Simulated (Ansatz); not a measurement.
System: C4H7, charge -1, multiplicity 1. It need not be the lowest isomer of its formula. Whether it binds its extra electron was not tested at this geometry. SMILES: [CH2-]/C=C/C
Structure (B3LYP-D3(BJ)/def2-TZVP (Ansatz, a first-principles code) minimum search):
```
C
C 1 1.3860
H 1 1.0899 2 119.41
C 2 1.3922 1 132.83 3 0.90
H 4 1.0833 2 120.79 1 176.35
H 4 1.0867 5 117.15 2 175.86
H 2 1.0984 1 113.32 3 -179.10
C 1 1.4970 3 117.06 2 -175.17
H 8 1.0979 1 109.93 3 -176.84
H 8 1.1073 9 106.00 1 -124.19
H 8 1.1115 9 105.65 10 -110.74
```
Charge -1, spin multiplicity 1.

Parts of the frozen-core correlation energy in aug-cc-pVTZ (Ansatz, hartree). Frozen orbitals: 4; correlated occupied orbitals by spin: 12 and 12; virtual: 329 and 329. Spin-orbit coupling is left out. No relativistic terms.

```
term                            value
-------------------------  ----------
reference (HF)             -155.51038
MP2 opposite-spin            -0.55091
MP2 same-spin                -0.16462
CCSD correlation             -0.74686
(T)                          -0.03571
T1 diagnostic                   0.012
largest doubles amplitude       0.048
```
